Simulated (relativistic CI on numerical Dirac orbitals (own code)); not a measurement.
## Hg³⁺: 4f photoemission

Computed with this model: Dirac-Coulomb-Breit CI, KLI orbitals optimised for each configuration, model QED, multiplet model of photoemission in the sudden approximation, unscaled Slater integrals; configurations [Xe] 4f14 5d9 → [Xe] 4f13 5d9; 300 K; Lorentzian 0.35 eV and Gaussian 0.5 eV FWHM. Energies are those of the free ion, without screening or charge transfer. The energies are binding energies and can lie tens of eV above those of solids. S is read from ⟨S²⟩ = S(S + 1).

Field parameters in Wybourne normalisation: Oh B⁴₀ = 21Dq, B⁴₄ = √(5/14) B⁴₀. The field is a parameter set, without covalency.

Computed curve for Oh, 10Dq = 31700 cm⁻¹, scaled to 100 at the maximum (points under 2 are left out and the grid is thinned):

Energy (eV), Intensity and a bar:
```
    139.1        2.2 
    139.3        2.7 
    139.4        3.0 
    139.6        3.9 #
    139.7        4.6 #
    139.9        6.6 #
    140.0        8.2 ##
    140.2       14.3 ####
    140.3       19.7 #####
    140.5       38.0 ###########
    140.6       50.2 ###############
    140.8       74.6 ######################
    141.0       91.0 ###########################
    141.1       96.0 #############################
    141.3      100.0 ##############################
    141.4       97.7 #############################
    141.6       81.9 ########################
    141.7       69.7 #####################
    141.9       46.8 ##############
    142.0       38.9 ###########
    142.2       29.4 ########
    142.3       25.5 #######
    142.5       17.0 #####
    142.6       13.2 ###
    142.8        8.0 ##
    143.0        5.7 #
    143.1        5.1 #
    143.3        4.5 #
    143.4        4.4 #
    143.6        4.6 #
    143.7        4.9 #
    143.9        6.2 #
    144.0        7.5 ##
    144.2       11.9 ###
    144.3       15.6 ####
    144.5       26.8 ########
    144.7       42.8 ############
    144.8       51.0 ###############
    145.0       62.6 ###################
    145.1       64.9 ###################
    145.3       64.9 ###################
    145.4       63.8 ###################
    145.6       58.5 #################
    145.7       53.6 ################
    145.9       41.3 ############
    146.0       35.7 ##########
    146.2       26.1 #######
    146.3       21.8 ######
    146.5       14.9 ####
    146.7       12.0 ###
    146.8       11.7 ###
    147.0       11.0 ###
    147.1       10.1 ##
    147.3        7.1 ##
    147.4        5.6 #
    147.6        3.4 
    147.7        2.7 
    148.6        2.0 
    148.7        2.1 
    148.9        2.1
```

The ground state has S = 0.50, and the centroid lies at 143.13 eV.
